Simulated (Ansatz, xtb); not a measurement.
# Two isomers of C7H7N2+

Structure a: `Cc1cccc(C#N)[nH+]1`, a singlet. Structure b: `Cc1cc(C#N)cc[nH+]1`, a singlet. Both are isolated ions in the gas phase, relaxed with B3LYP-D3(BJ)/def2-SVP.

Estimate which is lower in electronic energy at CCSD(T)/def2-SVP + ΔMP2/def2-TZVPP, and by roughly how much.

The CCSD(T)/def2-SVP + ΔMP2/def2-TZVPP calculation puts structure b lower, by 2.1 kcal/mol.

How the difference moves with the method:

```tsv
level	geometry	E(b) − E(a) (kcal/mol)	departure from the last row (kcal/mol)	job, with rough time for the two
GFN2-xTB	GFN2-xTB	−1.2	+0.9	optimisation, 0.14 s
HF/STO-3G	GFN2-xTB	−1.7	+0.4	single point, 0.48 s
r2SCAN-D4/def2-SVP	GFN2-xTB	−1.9	+0.2	single point, 5 s
B3LYP-D3(BJ)/def2-SVP	B3LYP-D3(BJ)/def2-SVP	−1.7	+0.4	optimisation, 41 s
HF/def2-SVP	B3LYP-D3(BJ)/def2-SVP	−2.3	−0.2	part of the CCSD(T) run
MP2/def2-SVP	B3LYP-D3(BJ)/def2-SVP	−2.4	−0.3	part of the CCSD(T) run
CCSD(T)/def2-SVP	B3LYP-D3(BJ)/def2-SVP	−2.5	−0.4	single point
CCSD(T)/def2-SVP + ΔMP2/def2-TZVPP	B3LYP-D3(BJ)/def2-SVP	−2.1		single point, 2.6 min
```

As drawn, both hold the same kinds of bond in the same numbers.

The levels shown agree on the order. The largest departure from CCSD(T)/def2-SVP + ΔMP2/def2-TZVPP is that of GFN2-xTB, 0.9 kcal/mol. The last row adds to CCSD(T) the change of the MP2 difference between the two basis sets, here +0.4 kcal/mol.

With thermal terms from frequencies at re-optimised GFN2-xTB minima (ideal gas, soft modes damped towards free rotors, one conformer each, 298.15 K, 1 atm): on the last row, ΔE + ΔZPE = −2.1, ΔH = −2.0, ΔG = −2.1 kcal/mol.

The correlated steps freeze 9 core orbitals. Codes used: Ansatz 0.2.0, xtb 6.7.1; the last row on 4 threads of Arm Neoverse V1 on a shared host.
